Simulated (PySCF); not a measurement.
**Radial density of O⁺ (oxygen, charge +1)**

UHF, [He] 2s1 2p3 3d1, high-spin 6D determinant (an excited configuration). Computed with PySCF 2.14 in aug-cc-pVTZ-DK (5s4p3d2f, 46 functions), with scalar relativity by spin-free X2C-1e.

```csv
r (bohr),4πr²ρ (e/bohr),4πr²(ρα − ρβ)
0.00366,0.05109,0.0015
0.00615,0.1381,0.0040
0.0103,0.3588,0.0105
0.0174,0.8986,0.0262
0.0293,2.090,0.0610
0.0493,4.296,0.1254
0.0828,7.143,0.2123
0.139,8.432,0.3004
0.234,5.932,0.5579
0.394,3.154,1.7749
0.663,3.722,3.6468
1.12,2.961,2.9611
1.88,0.9233,0.9233
3.16,0.4105,0.4105
5.31,0.003635,0.0036
```

Densities and radii are taken from the X2C orbitals without a picture-change correction, which distorts them close to the nucleus.

The outer electron is Rydberg-like, and this basis confines it to a smaller radius and binds it less than a complete one would.
